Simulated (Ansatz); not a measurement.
Species: BICl, charge 0, doublet. BICl (SMILES I[B]Cl, doublet).
B3LYP-D3(BJ)/def2-TZVP minimum from Ansatz (a quantum-chemistry and plane-wave program):
```
B
Cl 1 1.7190
I 1 2.1145 2 126.96
```
Charge 0, spin multiplicity 2.

Total energies in hartree (Ansatz). Radicals and triplets start from unrestricted determinants; spin-orbit coupling is neglected. Correlated methods leave the cores frozen (noble-gas shells, and filled d and f shells in the p block). Past Kr the def2 sets carry scalar-relativistic core potentials. Where a partner has so few electrons that a lower coupled-cluster level is exact, that level stands in. Spin-orbit terms, left out, reach several kcal/mol for Br and I, and more for heavier atoms.

```csv
species,HF/def2-TZVPP,CCSD(T)/def2-TZVPP,HF/def2-QZVPP,CCSD(T)/def2-QZVPP,CCSD(T)/def2-SVP,CCSDT(Q)/def2-SVP
"1: BICl (SMILES Cl[B]I, doublet)",-780.86846,-781.31948,-780.88317,-781.37835,-781.00184,-781.00355
2: B (doublet),-24.53233,-24.59791,-24.53309,-24.60074,-24.55830,-24.55864
3: Cl (doublet),-459.47685,-459.66464,-459.48954,-459.69535,-459.44599,-459.44629
4: I (doublet),-296.65857,-296.79430,-296.65973,-296.81374,-296.74085,-296.74112
```

Problem. Work out the atomisation energy (electronic, to ground-state atoms) in kJ/mol: take Hartree-Fock from def2-QZVPP, extrapolate the CCSD(T) correlation energy as X^-3 (X = 3, 4), and add CCSDT(Q) - CCSD(T) in def2-SVP. 1 hartree = 2625.5 kJ/mol.

Solution. 
Species 1: correlation (64·(-0.49518) - 27·(-0.45102))/37 = -0.52740; step -0.00171; E1 = -780.88317 + (-0.52740) + (-0.00171) = -781.41228
Species 2: correlation (64·(-0.06765) - 27·(-0.06558))/37 = -0.06916; step -0.00034; E2 = -24.53309 + (-0.06916) + (-0.00034) = -24.60259
Species 3: correlation (64·(-0.20581) - 27·(-0.18779))/37 = -0.21896; step -0.00030; E3 = -459.48954 + (-0.21896) + (-0.00030) = -459.70880
Species 4: correlation (64·(-0.15401) - 27·(-0.13573))/37 = -0.16735; step -0.00027; E4 = -296.65973 + (-0.16735) + (-0.00027) = -296.82735
-1·E1 +1·E2 +1·E3 +1·E4 = 0.27354 hartree = 718.2 kJ/mol.
